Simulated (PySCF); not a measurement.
## Where the electron goes

C₃H₅BF₂Si.
Structure used (PBE0-D3(BJ)/def2-SVP), in Å, numbered top down from 1:
```
atom  x, y, z in Å
C1     2.7204    0.5675    0.0551
C2     1.3931   -0.0029    0.1786
C3     0.2760   -0.4811    0.2789
Si4   -1.4429   -1.0841    0.3937
B5    -2.6468    0.5004   -0.0255
F6    -2.5174    1.1727   -1.1527
F7    -3.5728    0.9305    0.8096
H8     3.1080    0.8791    1.0374
H9     2.7071    1.4518   -0.6011
H10    3.4253   -0.1621   -0.3726
H11   -1.6719   -2.1774   -0.6015
H12   -1.7268   -1.6153    1.7598
```

The calculation used PySCF 2.14.0, density-fitted response routines, TDDFT CAM-B3LYP/def2-SVPD, vertical, gas phase, core orbitals frozen in the response.

Kohn–Sham orbitals with the atoms that hold most of them (Löwdin shares over 4%, at most four atoms; ? is withheld):

```tsv
orbital	ε (eV)	atoms
LUMO+2	1.11	Si4 24%, C2 22%, C3 20%, C1 8%
LUMO+1	0.94	B5 35%, Si4 17%, C1 10%, C2 9%
LUMO	-0.01	B5 34%, Si4 22%, F7 13%, F6 11%
HOMO	?	?
HOMO-1	-9.19	?
HOMO-2	-10.88	Si4 28%, B5 21%, C3 13%, F6 11%
HOMO-3	-11.57	Si4 38%, H12 22%, H11 21%, C3 8%
```

Task: Give the leading atoms of the HOMO-1.

Result: C3 (bonded to C and Si) 39%; C2 (bonded to 2 C) 36%; C1 (bonded to C and 3 H) 7%; Si4 (bonded to B, C and 2 H) 7%. By element: carbon 82%, silicon 7%.

Task: Which atoms hold the HOMO, and with what shares?

Result: C3 (bonded to C and Si) 34%; C2 (bonded to 2 C) 32%; Si4 (bonded to B, C and 2 H) 9%; C1 (bonded to C and 3 H) 7%. By element: carbon 73%, silicon 9%.

Task: What is the HOMO energy, and the HOMO–LUMO gap?

Result: ε(HOMO) = -9.05 eV; the gap is 9.04 eV (0.3323 hartree).

Task: How does S1 compare with the orbital gap of 9.04 eV?

Result: S1 is at 5.70 eV (f = 0.011), 3.34 eV below the gap, made of HOMO→LUMO (42%), HOMO-1→LUMO (19%), HOMO→LUMO+2 (15%). 

Next come S2 at 5.89 eV (f 0.021), HOMO→LUMO (30%), HOMO-1→LUMO (23%), HOMO-1→LUMO+2 (18%); S3 at 6.00 eV (f 0.0010), HOMO→LUMO+2 (59%), HOMO-1→LUMO (19%); S4 at 6.41 eV (f 0.041), HOMO-1→LUMO+2 (23%), HOMO→LUMO+3 (20%), HOMO→LUMO (15%); S5 at 6.77 eV (f 0.0080), HOMO-1→LUMO+3 (36%), HOMO-1→LUMO (33%), HOMO-1→LUMO+4 (14%).

Löwdin shares depend on the basis, the more so with diffuse functions.

Hardware: an Arm Neoverse V2 with one thread, no GPU, shared host. Cost: 2.4 min wall, 1.0 GiB resident at most.

One conformer stands for the species.
